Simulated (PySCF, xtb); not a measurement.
FGeH₅Si, SMILES F[SiH2][GeH3].

Harmonic wavenumbers (cm⁻¹) from GFN2-xTB (xtb) at its own minimum, in rising order: 10, 147, 349, 371, 406, 481, 584, 701, 745, 813, 851, 889, 894, 1961, 2042, 2051, 2295, 2306.

### Question
What does PySCF 2.14.0 with B3LYP-D3(BJ)/def2-SVP give at its own minimum? (The exact figures need the calculation; the answer reports its results.)

### Answer
89, 146, 346, 352, 471, 587, 744, 788, 851, 879, 883, 920, 958, 2117, 2129, 2133, 2223, 2232. Paired by order, the mean absolute difference is 72 cm⁻¹ and the zero-point energies are 25.6 and 26.9 kcal/mol.
